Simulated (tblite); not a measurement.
Compound: CHF₂O₄S₂ (charge -1).
Z-matrix (Å and degrees, GFN2-xTB geometry), rows numbered from 1:
```
O 
S   1  1.4219
O   2  1.4341  1  118.87
F   2  1.6994  1  102.19  3   109.47
C   2  1.7133  1  116.12  3  -145.70
S   5  1.6978  2  101.92  1    45.03
O   6  1.4248  5  115.36  2   -73.54
O   6  1.4390  5  112.11  2   150.77
F   6  1.7020  5  104.78  2    40.32
H   5  1.0793  2  106.38  1   156.20
```

All values are computed: GFN2-xTB (tblite) harmonic vibrations without scaling, gas phase. Against measured fundamentals such values can be off by several per cent, at times by over 20. One conformer, not necessarily the lowest.

Harmonic wavenumbers (cm⁻¹): 53.6, 79.8, 139.1, 207.0, 218.3, 269.7, 323.5, 357.9, 392.1, 412.4, 422.5, 493.0, 513.5, 579.3, 623.0, 737.7, 860.1, 870.7, 1073.3, 1150.1, 1159.6, 1262.4, 1293.1, 3053.8.

A = 2593, B = 903.5, C = 883.3 MHz; mass 178.928 u (most abundant isotopes); point group C1, symmetry number 1.

**Question.** What is the zero-point energy?

**Answer.** ½Σν̃ = 8273 cm⁻¹ = 23.65 kcal/mol.

**Question.** Entropy at 298.15 K, 1 bar (ideal gas, RRHO, classical rotation)?

**Answer.** Translation 41.48, rotation 29.43, vibration 25.26: S = 96.2 cal/(mol K).

**Question.** And Cp and H(298.15 K) − H(0)?

**Answer.** Cp = 34.21 cal/(mol K), of which vibrations give 26.26 (their classical limit is 24 R = 47.7); H(298.15 K) − H(0) = 6.47 kcal/mol without the zero-point energy, 4.10 from vibrations.

**Question.** What must be added to the electronic energy to get the Gibbs energy at 298.15 K and 1 bar?

**Answer.** ZPE + [H(298.15 K) − H(0)] − T·S = 23.65 + 6.47 − 28.67 = 1.45 kcal/mol.

**Question.** Blend soft modes into free rotors: weight 1/[1 + (100 cm⁻¹/ν̃)⁴] for the oscillator and the rest for a rotor with moment μB/(μ + B), μ = h/(8π²ν), B = 10⁻⁴⁴ kg m². What vibrational entropy results?

**Answer.** 23.54 cal/(mol K) in place of 25.26, which changes −T·S at 298.15 K by +0.52 kcal/mol.

Hindered rotation and anharmonicity are outside this model. Other conformers, if any are populated, would add a mixing term that is left out. The structure is chiral; the term R ln 2 for an equal mix with its mirror image is left out.
